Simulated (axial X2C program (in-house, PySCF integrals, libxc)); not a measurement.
Worked dissociation energy of MoN⁻: PBE0, without spin–orbit coupling

Calculated with an axial X2C code built on PySCF integrals. Spin-free means the one-electron spin-free X2C Hamiltonian. Basis: Mo dyall-acv3z [12s13p10d5f3g], N dyall-av3z [7s7p3d2f] (cores contracted in-house); Gaussian nuclei, density fitting, unrestricted open shells. Masses: Mo 97.905 u, N 14.003 u.

Molecular state: M_S = 1, Λ = 0 (beyond evenly filled blocks: δ+α, δ-α).

| Item | Value |
| --- | --- |
| E(Mo-) (2M_S = 5, M_L = 0) | -4048.106736 hartree |
| E(N) (2M_S = 3, M_L = 0) | -54.576345 hartree |
| E(MoN⁻) at Re | -4102.887757 hartree |
| ωe | 1123.9 cm⁻¹ |
| ωexe | 5.81 cm⁻¹ |

**Question.** Work out De and D0.

**Answer.** De = -4048.106736 + (-54.576345) − (-4102.887757) = 0.20468 hartree = 5.570 eV. The zero-point energy is ωe/2 − ωexe/4 = 561 cm⁻¹ = 0.069 eV, so D0 = 5.500 eV.

One determinant describes the state; a PBE0 search over occupations chose it and may have missed a lower one. De is counted from the lowest determinant-based energies of the atoms at the same level, without counterpoise correction. The highest occupied level of some functionals is positive through self-interaction error; at Hartree–Fock it is bound. The determinant is spin-polarised beyond a pure state at some levels (its spin-free form has ⟨S²⟩ too high), which makes Re and μ there less reliable.

Each atomic determinant is the lowest at this level and need not be a pure term. Totals compare only within one Hamiltonian and basis.
